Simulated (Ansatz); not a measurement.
Cost and result for the atomization energy of CH5SbSi (`[CH2]1[SiH2][SbH]1`) (8 atoms, 8 bonds).

Z-matrix (Å, degrees):
```
C
Sb 1 2.251
Si 1 1.842 2 75.0
H 1 1.085 2 113.0 3 -117.3
H 1 1.086 2 110.5 3 115.2
H 2 1.712 1 90.8 3 87.0
H 3 1.481 1 116.7 2 109.5
H 3 1.479 1 117.7 2 -110.3
```

The species carries charge 0 and has multiplicity 1. Correlated methods include outer-core shells of Sb, which these sets cover unevenly. Sb takes the def2 core potential. The geometry is a stationary point of PBE0-D4/def2-TZVP. Program: Ansatz. All runs use 2 threads of an Intel Xeon 6975P-C on a shared host. Times are those of one run each, without the atoms' runs, and a repeat can differ threefold. Electronic energies, without spin–orbit coupling; frozen cores. CCSD(T)/CBS adds CCSD(T) − MP2 in def2-TZVPP to the MP2 limit, and its time is that of the two runs behind it. T1 = 0.013. With those shells the extrapolation isn't a true limit. HSE06 is the plane-wave form, built on full-range PBE exchange.

CCSD(T)/CBS is a level of theory with its own doubt, some kJ/mol a heavy atom from the limit and from the frozen cores, so smaller differences don't rank the functionals.

| level | functions | wall time | atomization (kJ/mol) | difference from CCSD(T)/CBS | per bond |
| --- | --- | --- | --- | --- | --- |
| LDA (SPW92)/def2-TZVPP | 193 | 1.2 s | 2745.8 | 328.2 | 41.0 |
| revPBE-D4/def2-TZVPP | 193 | 2.3 s | 2383.3 | -34.3 | -4.3 |
| BLYP-D4/def2-TZVPP | 193 | 2.5 s | 2404.8 | -12.8 | -1.6 |
| PBE-D4/def2-TZVPP (with forces) | 193 | 2.7 s | 2432.8 | 15.2 | 1.9 |
| PBE0-D4/def2-TZVPP | 193 | 3.4 s | 2399.0 | -18.6 | -2.3 |
| CCSD(T)/def2-SVP | 83 | 3.6 s | 2212.1 | -205.5 | -25.7 |
| CAM-B3LYP-D4/def2-TZVPP | 193 | 3.6 s | 2406.9 | -10.7 | -1.3 |
| HSE06-D4/def2-TZVPP | 193 | 3.8 s | 2398.9 | -18.7 | -2.3 |
| r2SCAN-D4/def2-TZVPP (with forces) | 193 | 5 s | 2408.6 | -9.0 | -1.1 |
| ωB97M-V/def2-TZVPP (with forces) | 193 | 9.5 s | 2402.4 | -15.2 | -1.9 |
| MP2/def2-QZVPP | 359 | 21 s | 2375.8 | -41.8 | -5.2 |
| CCSD(T)/def2-TZVPP | 193 | 40 s | 2340.0 | -77.6 | -9.7 |
| CCSD(T)/CBS(def2) | – | 61 s | 2417.6 | 0.0 | 0.0 |

At CCSD(T), def2-SVP lies −205.5 kJ/mol from the extrapolated value and def2-TZVPP −77.6 kJ/mol: correlation converges slowly with the basis, and small sets miss more of it in the bonded molecule than in its fragments. From PBE to PBE0 (25 % exact exchange), in def2-TZVPP and without D4, the atomization energy moves by −30.9 kJ/mol: exact exchange takes away binding that semilocal exchange gives to molecules. Leaving LDA and LC-ωPBE aside and taking each functional with its dispersion term where it has one, the values, not all of them listed here, spread over 79.6 kJ/mol, from BHLYP-D4 to B97M-V. LDA lies +331.8 kJ/mol from PBE without D4, its usual overbinding.
